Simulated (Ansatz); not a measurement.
Input file for Ansatz (a first-principles code): R-PBE/def2-TZVPPD on N2 (SMILES N#N) with ghost functions, monomers drawn apart or pushed together. Files ending in .json are basis or fitting sets from the Basis Set Exchange.

Ansatz 0.2 input:
```yaml
crystal:
  periodic: [false, false, false]
  atoms:
    - {symbol: N, position_ang: [0.10168156, 0.11003442, -1.00507190]}
    - {symbol: N, position_ang: [0.21013912, 0.11946585, 0.08007301]}
basis:
  gaussian:
    orbitals: def2-TZVPPD.json
    ghost_atoms:
      - {symbol: I, position_ang: [0.58249053, 0.16885999, 5.32859671]}
      - {symbol: H, position_ang: [0.49803208, 0.15262560, 3.71572711]}
hamiltonian:
  xc: {name: PBE}
scf: {lower_state_search: off}
```

Task: What total energy does the run end on?

Result: -109.4523 hartree.
